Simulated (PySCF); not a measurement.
PW91 on Hf⁺ (hafnium, charge +1), [Xe] 4f14 6s2 6p1, 2P determinant (an excited configuration). Calculation: PySCF 2.14, in ANO-RCC-VTZP (8s7p5d3f2g1h, 104 functions); scalar relativity by spin-free X2C-1e.

```
cycle= 4 E= -15079.2947345711  delta_E= -0.00625  |g|= 0.0262  |ddm|= 0.369
cycle= 5 E= -15079.297451946  delta_E= -0.00272  |g|= 0.0466  |ddm|= 0.503
cycle= 6 E= -15079.2974225482  delta_E= 2.94e-05  |g|= 0.0469  |ddm|= 0.00202
cycle= 7 E= -15079.3004663313  delta_E= -0.00304  |g|= 0.0481  |ddm|= 0.364
cycle= 8 E= -15079.3004204661  delta_E= 4.59e-05  |g|= 0.0493  |ddm|= 0.00415
cycle= 9 E= -15079.3022337749  delta_E= -0.00181  |g|= 0.028  |ddm|= 0.223
cycle= 10 E= -15079.3028192033  delta_E= -0.000585  |g|= 0.00817  |ddm|= 0.128
cycle= 11 E= -15079.3028797952  delta_E= -6.06e-05  |g|= 0.00289  |ddm|= 0.066
cycle= 12 E= -15079.302886214  delta_E= -6.42e-06  |g|= 0.000292  |ddm|= 0.0106
cycle= 13 E= -15079.3028861473  delta_E= 6.67e-08  |g|= 0.000252  |ddm|= 0.00177
cycle= 14 E= -15079.3028862504  delta_E= -1.03e-07  |g|= 8.79e-05  |ddm|= 0.00179
cycle= 15 E= -15079.3028862684  delta_E= -1.81e-08  |g|= 4e-05  |ddm|= 0.00136
cycle= 16 E= -15079.3028862689  delta_E= -4.93e-10  |g|= 1.55e-05  |ddm|= 0.000329
converged SCF energy = -15079.3028862689  <S^2> = 1.630467  2S+1 = 2.7426024
```

Highest occupied orbital energy: -8.407 eV; ⟨L²⟩ = 6.20; populations by l: s 11.30, p 25.00, d 20.70, f 14.00.

Problem. Can this result be used?

Solution. Not for this state. The run converged. ⟨L²⟩ = 6.20 against 2 for a pure P term, so this real determinant mixes terms. Spin-orbit coupling, absent here, splits the open shell strongly. ⟨S²⟩ = 1.63 against 0.75 shows spin contamination. The s, p, d and f populations moved away from the nominal configuration during the SCF.
